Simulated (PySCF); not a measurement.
**`OC[C@@H]1C[SiH2]N[SiH2]1` in a uniform electric field**

Species: C₃H₁₁NOSi₂.
Geometry (PBE0-D3(BJ)/def2-SVP, Å), atoms numbered from 1 in this order:
```xyz
18
C3H11NOSi2 angstrom
O      2.495   -1.235   -0.059
C      1.952    0.004    0.327
C      0.589    0.120   -0.325
C     -0.222    1.349    0.118
Si    -2.042    1.036   -0.298
N     -2.048   -0.702   -0.183
Si    -0.467   -1.437   -0.026
H      3.309   -1.388    0.428
H      2.604    0.849    0.024
H      1.829    0.069    1.428
H      0.739    0.159   -1.420
H      0.163    2.284   -0.322
H     -0.156    1.467    1.215
H     -2.976    1.691    0.673
H     -2.411    1.546   -1.660
H     -2.901   -1.248   -0.218
H     -0.228   -2.013    1.339
H     -0.261   -2.527   -1.026
```

Level: PBE0/def2-SVPD (PySCF); nuclei fixed, core orbitals frozen in the response. Permanent dipole (0.972, 0.657, 0.946) D (1 au = 2.5417 D). Static polarisability (au):

```
x   108.62  -7.05   3.64
y    -7.05 102.87  -0.56
z     3.64  -0.56  84.28
```

Only the terms in μ and α are kept: μ(F) = μ + αF and ΔE = −μ·F − ½ F·αF.

A field of 0.01 au (0.514 V/Å) is applied along each axis in both senses. Find the induced dipole, the size of the total dipole and the two energy terms.

```
field along  induced x (D)  induced y (D)  induced z (D)  total size (D)  −μ·F (kJ/mol)  −½F·αF (kJ/mol)
         +x          2.761         -0.179          0.093           3.904        -10.040          -14.259
         −x         -2.761          0.179         -0.093           2.151        +10.040          -14.259
         +y         -0.179          2.615         -0.014           3.493         -6.786          -13.504
         −y          0.179         -2.615          0.014           2.466         +6.786          -13.504
         +z          0.093         -0.014          2.142           3.329         -9.772          -11.064
         −z         -0.093          0.014         -2.142           1.629         +9.772          -11.064
```

For the field (-0.0060, 0.0050, 0.0010) au, what is the induced dipole, and what angle does it make with the field?

αF = (-1.737, 1.413, 0.152) D, at 3.5° to the field. The polarisability along this direction, F·αF/F², is 111.94 au, against a mean of 98.59 au.

Which field along μ doubles the dipole in that direction (linear response)?

The polarisability along the dipole is 96.61 au, so F = 0.5929 au / 96.61 au = 0.0061 au = 0.32 V/Å; higher-order terms are ignored.

What field makes μF equal to kT at 200 K?

kT = 0.6334 × 10⁻³ Eh, so F = 0.00107 au = 5.49 MV/cm.

A unit point charge sits 14 Å away. Estimate the induction energy −αe²/2R⁴ with the mean polarisability, treating the molecule as a point.

R = 26.46 bohr, so the energy is −98.6/(2 × 26.46⁴) Eh = -0.264 kJ/mol. The charge–dipole term at its most favourable orientation, −μe/R², is -2.22 kJ/mol.

Geometry: PBE0-D3(BJ)/def2-SVP, one conformer, isolated molecule.

These values come from a run that also computed excited states and ΔSCF ions. Hardware: one thread of an Arm Neoverse V1 (shared host). Cost: 3.7 min of wall time (with the writing of density and orbital grids), 1.1 GiB resident at most.
